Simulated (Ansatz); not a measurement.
Program: Ansatz. Geometries: PBE0-D4/def2-TZVP. ΔE: electronic, gas phase. CCSD(T)/CBS adds triple-zeta CCSD(T) − MP2 to the extrapolated MP2 energy (def2 sets, frozen cores). DFT in def2-TZVPP. def2 core potentials past Kr. For Sn outer-core shells are correlated without core-valence functions, which leaves a few kJ/mol of doubt a bond. One conformer a species, not always the lowest.

Consider the redistribution: `C=[CH][SnH2][CH]=C` + `OB(O)Cl` → `C=[CH][SnH3]` + `C=COB(O)Cl`.

```csv
level,ΔE (kcal/mol)
ωB97M-V,10.6
PBE,8.9
CCSD(T)/def2-TZVPP,12.4
HF/def2-QZVPP,8.7
```

Q: What does CCSD(T)/CBS give? (An estimate is asked.)

A: Ansatz gave: +13.6 kcal/mol. The listed levels differ from it by -3.0, -4.7, -1.2, -4.9 kcal/mol.

Largest T1 diagnostic among the species: 0.013.

In def2-TZVPP, CCSD(T) changes the Hartree–Fock value by +3.7 kcal/mol (the triples alone add +0.3 kcal/mol) and MP2 by +5.7 kcal/mol. The D4 term adds +0.9 kcal/mol with B3LYP and +0.5 kcal/mol with PBE0; it sums over pairs of atoms, weighted by their polarisabilities, and B3LYP, whose exchange is more repulsive, gets the larger term.

B3LYP here is the variant with VWN-RPA as its local correlation; programs differ in this.
